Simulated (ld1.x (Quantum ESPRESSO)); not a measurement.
**potassium: variants of one TM semilocal potential**

Base potential:

* Element: K (Z = 19)
* Generator: ld1.x (Quantum ESPRESSO) 7.5
* Type: norm-conserving Troullier–Martins (semilocal form)
* Functional: PBE
* Relativity: scalar-relativistic
* Frozen core: [Ne] 3s2
* Valence charge: 7
* Reference configuration: 3p6 3d1 4s0 4p0
* Partial waves: 3p (bound): rc 1.60 bohr; 3d (bound): rc 4.20 bohr; 4s (bound, empty): rc 2.80 bohr
* Local potential: the s channel
* Core correction: none

Cutoffs, loose and tight: the cutoffs (Ry, on a coarse ladder) from which the occupation-weighted sum of valence levels, in a spherical-Bessel basis at the reference potential, stays within 10 and 1 mRy of its value at 400 Ry. They do not see the model core or the augmentation charge, which bear on the density cutoff. Test errors are all-electron minus pseudo excitation energies from the reference, over the configurations 3p6 3d0 4s1 4p0; 3p6 3d0 4s0 4p0; 3p6 3d0 4s0.5 4p0; 3p5 3d0 4s1 4p0; 3p6 3d0 4s0 4p1; 3p6 3d0.5 4s0.5 4p0. A dash means not determined; rows that change the core or the reference have their own tests.

A semilocal file is local in each channel, so a ghost entry of none says nothing of the separable form that plane-wave codes build from it.

| change | outcome | cutoff, loose | cutoff, tight | bound ghosts | largest test error (meV) |
| --- | --- | --- | --- | --- | --- |
| base | generated | 25 Ry | 45 Ry | none | +32 |
| core correction a·sin(br)/r model core inside 0.68 bohr | generated | 25 Ry | 45 Ry | none | -21 |
| core correction a·sin(br)/r model core inside 0.88 bohr | generated | 25 Ry | 45 Ry | none | -23 |
| core correction a·sin(br)/r model core inside 1.10 bohr | generated | 25 Ry | 45 Ry | none | -23 |
| core correction a·sin(br)/r model core inside 1.26 bohr | generated | 25 Ry | 45 Ry | none | -22 |
| core correction a·sin(br)/r model core inside 1.50 bohr | generated | 25 Ry | 45 Ry | none | -21 |
| core correction a·sin(br)/r model core inside 1.68 bohr | generated | 25 Ry | 45 Ry | none | -17 |

Question: What comes out with this change to the base: core correction a·sin(br)/r model core inside 1.86 bohr?

Answer: outcome: generated; cutoff, loose: 25 Ry; cutoff, tight: 45 Ry; bound ghosts: none; largest test error (meV): -12.
